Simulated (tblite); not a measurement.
Species: C6H15O2P.
Cartesian coordinates in Å at the GFN2-xTB level; atoms count from 1:
```xyz
24
C6H15O2P angstrom
C     -2.640   -0.769    1.016
C     -1.836   -0.108   -0.095
C     -2.216    1.355   -0.264
P     -0.058   -0.235    0.421
O      0.198    0.536    1.643
C      0.856    0.329   -1.085
C      2.279   -0.197   -1.217
C      2.968   -0.152    0.139
O      2.291   -1.086    0.950
H     -2.449   -0.254    1.956
H     -3.709   -0.733    0.808
H     -2.343   -1.811    1.133
H     -1.987   -0.651   -1.034
H     -1.686    1.805   -1.102
H     -1.954    1.899    0.642
H     -3.286    1.459   -0.435
H      0.067   -1.614    0.506
H      0.273    0.059   -1.967
H      0.865    1.420   -0.994
H      2.260   -1.237   -1.546
H      2.837    0.392   -1.948
H      4.028   -0.430    0.052
H      2.895    0.858    0.556
H      2.337   -0.814    1.873
```

Calculated harmonic vibrations of the isolated species, GFN2-xTB (tblite), most abundant isotopes, no scaling. This tight-binding method is rough: wavenumbers can miss measured ones by several per cent, in bad cases by 10 to 20. Modes of hydrogen on phosphorus can be 10 to 20 % off. One conformer, not necessarily the lowest.

Harmonic wavenumbers (cm⁻¹): 53.2, 70.8, 106.9, 144.2, 158.6, 192.0, 208.9, 219.9, 234.1, 261.4, 304.5, 357.8, 361.3, 378.6, 468.7, 506.4, 657.6, 697.1, 781.5, 865.6, 913.4, 928.1, 930.7, 938.4, 960.8, 988.9, 1002.1, 1030.8, 1055.6, 1107.6, 1133.2, 1141.6, 1173.3, 1181.5, 1233.0, 1241.8, 1251.0, 1259.4, 1278.1, 1297.1, 1329.7, 1357.2, 1402.1, 1414.4, 1429.6, 1465.6, 1475.0, 1486.0, 1490.3, 1497.6, 1499.4, 2326.2, 2885.9, 2921.2, 2925.4, 2933.8, 2972.5, 2980.8, 2995.9, 3002.4, 3009.6, 3012.8, 3017.5, 3024.1, 3027.7, 3555.3.

A = 2644, B = 845.8, C = 748.8 MHz; mass 150.081 u (most abundant isotopes); point group C1, symmetry number 1.

Task: Zero-point energy?

Result: Half the sum of the wavenumbers: 44757 cm⁻¹ = 127.97 kcal/mol.

Task: Entropy at 500 K, 1 bar (ideal gas, RRHO, classical rotation)?

Result: Translation 43.52, rotation 31.18, vibration 60.95: S = 135.7 cal/(mol K).

Task: And Cp and H(500 K) − H(0)?

Result: Cp = 68.57 cal/(mol K), of which vibrations give 60.62 (their classical limit is 66 R = 131.2); H(500 K) − H(0) = 19.73 kcal/mol without the zero-point energy, 15.75 from vibrations.

Task: What must be added to the electronic energy to get the Gibbs energy at 500 K and 1 bar?

Result: ZPE + [H(500 K) − H(0)] − T·S = 127.97 + 19.73 − 67.83 = 79.87 kcal/mol.

Task: Which modes carry the vibrational entropy at 500 K?

Result: 53.2 cm⁻¹: 5.72; 70.8 cm⁻¹: 5.15; 106.9 cm⁻¹: 4.34; 144.2 cm⁻¹: 3.75; 158.6 cm⁻¹: 3.56; 192.0 cm⁻¹: 3.19 cal/(mol K); the other 60 give 35.24 together.

Task: Blend soft modes into free rotors: weight 1/[1 + (100 cm⁻¹/ν̃)⁴] for the oscillator and the rest for a rotor with moment μB/(μ + B), μ = h/(8π²ν), B = 10⁻⁴⁴ kg m². What vibrational entropy results?

Result: 57.45 cal/(mol K) in place of 60.95, which changes −T·S at 500 K by +1.75 kcal/mol.

Hindered rotation and anharmonicity are outside this model. Other conformers, if any are populated, would add a mixing term that is left out. The structure is chiral; the term R ln 2 for an equal mix with its mirror image is left out.
